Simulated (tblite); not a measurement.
C3H8FN2Si (doublet state).
SMILES with atom numbers: `[CH3:1][C@@H:2]1[CH2:3][N:4][Si@@H:5]([F:6])[NH:7]1` (hydrogens: H8, H9, H10 on C1; H11 on C2; H12, H13 on C3; H14 on Si5; H15 on N7)

Structure optimised with GFN2-xTB, isolated species. This method treats the open shell by occupation alone, without spin polarisation.

(1) Give the optimised bond lengths and angles.

Results:

(1) 
| bond | length (Å) |
| --- | --- |
| C1–C2 | 1.533 |
| C2–C3 | 1.549 |
| C3–N4 | 1.395 |
| N4–Si5 | 1.706 |
| Si5–F6 | 1.614 |
| Si5–N7 | 1.725 |
| C2–N7 | 1.432 |
| C1–H8, C1–H9, C1–H10 | 1.088 |
| C2–H11 | 1.100 |
| C3–H12 | 1.099 |
| C3–H13 | 1.101 |
| Si5–H14 | 1.449 |
| N7–H15 | 1.004 |

Bonds in one row agree within 0.01 Å and their mean is given. A selection of angles:
| angle | degrees |
| --- | --- |
| C2–C1–H8 | 110.6 |
| C2–C1–H9 | 109.3 |
| H8–C1–H9 | 109.4 |
| C1–C2–C3 | 110.9 |
| C1–C2–N7 | 111.8 |
| C1–C2–H11 | 108.6 |
| C3–C2–N7 | 105.3 |
| C3–C2–H11 | 110.4 |
| N7–C2–H11 | 109.9 |
| C2–C3–N4 | 113.2 |
| C2–C3–H12 | 111.8 |
| C2–C3–H13 | 110.1 |
| N4–C3–H12 | 109.0 |
| N4–C3–H13 | 107.5 |
| H12–C3–H13 | 104.9 |
| C3–N4–Si5 | 112.0 |
| N4–Si5–F6 | 116.1 |
| N4–Si5–N7 | 93.4 |
| N4–Si5–H14 | 117.9 |
| F6–Si5–N7 | 108.7 |
| F6–Si5–H14 | 104.0 |
| N7–Si5–H14 | 117.0 |
| Si5–N7–H15 | 128.4 |
| C2–N7–Si5 | 113.9 |
| C2–N7–H15 | 116.2 |

Dihedral angles: C1–C2–C3–N4 -108° (anticlinal); C2–C3–N4–Si5 -5° (synperiplanar); C3–N4–Si5–F6 -117° (anticlinal); N4–Si5–N7–C2 12° (synperiplanar); C1–C2–N7–Si5 105° (anticlinal).

Si5 (silicon bonded to F, 2 N and H) has angles from 93.4° to 117.9°. The 2 C–N bonds span 1.395 Å (C3–N4, drawn single) to 1.432 Å (C2–N7, drawn single), a spread of 0.037 Å. N7 (nitrogen bonded to C, Si and H) is almost planar (angles 128.4°, 116.2° and 113.9°, sum 358.5°, 0.09 Å off the plane of its three neighbours). N4 (nitrogen bonded to C and Si) is bent (angle 112.0°). Of the pairs four or more bonds apart, Si5···H9 is among the closest relative to their van der Waals radii: 3.39 Å, 103 % of the sum of Bondi's values. The 5-membered ring C2–C3–N4–Si5–N7 has internal angles of 93.4° to 113.9° (sum 538°, against 540° for a flat polygon); it is slightly puckered (a soft mode that the optimisation may not have finished), 0.07 Å rms from its mean plane, widest ring torsion 16°.

Point group: C1 (no symmetry element, even within 0.4 Å). Its GFN2-xTB frequencies are all real (lowest 51 cm⁻¹).

One conformer stands for the species.

These are computed values.
